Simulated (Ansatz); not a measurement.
Frontier orbitals of H$_{8}$N$_{4}$Zr (`[NH2][Zr]([NH2])([NH2])[NH2]`).

Z-matrix (Å, degrees):
```
Zr
N 1 2.048
N 1 2.049 2 109.9
N 1 2.048 2 109.8 3 119.5
N 1 2.048 2 108.7 3 -120.3
H 2 1.010 1 127.3 3 -13.5
H 2 1.012 1 124.0 3 160.4
H 3 1.012 1 124.0 2 79.9
H 3 1.010 1 127.3 2 -106.2
H 4 1.010 1 127.4 2 13.1
H 4 1.012 1 124.0 2 -160.8
H 5 1.010 1 127.3 2 -133.3
H 5 1.012 1 124.0 2 40.6
```

Charge 0, multiplicity 1. Correlated methods include outer-core shells of Zr, which these sets cover unevenly. Zr takes the def2 core potential. Geometry: relaxed with PBE0-D4/def2-TZVP. It is one conformer, not always the lowest. Basis def2-TZVPP, the Gaussian-basis code of Ansatz.

Q: Compute the vertical ionisation energy as the energy of the cation minus that of the neutral molecule, at each level. (An estimate is asked.)

A: Ansatz gave: 
```csv
level,IE (eV),difference from CCSD(T)/def2-TZVPP
PBE-D4/def2-TZVPP,7.97,-0.98
r2SCAN-D4/def2-TZVPP,8.13,-0.82
PBE0-D4/def2-TZVPP,8.49,-0.46
B3LYP-D4/def2-TZVPP,8.45,-0.49
ωB97X-V/def2-TZVPP,8.98,0.04
ωB97M-V/def2-TZVPP,8.97,0.03
B2PLYP/def2-TZVPP,8.73,-0.21
HF/def2-TZVPP,7.69,-1.25
MP2/def2-TZVPP,9.22,0.28
CCSD/def2-TZVPP,8.94,-0.01
CCSD(T)/def2-TZVPP,8.94,0.00
HF/def2-QZVPP,7.71,-1.23
MP2/def2-QZVPP,9.35,0.41
```

B3LYP here is the variant with VWN-RPA as its local correlation; programs differ in this.
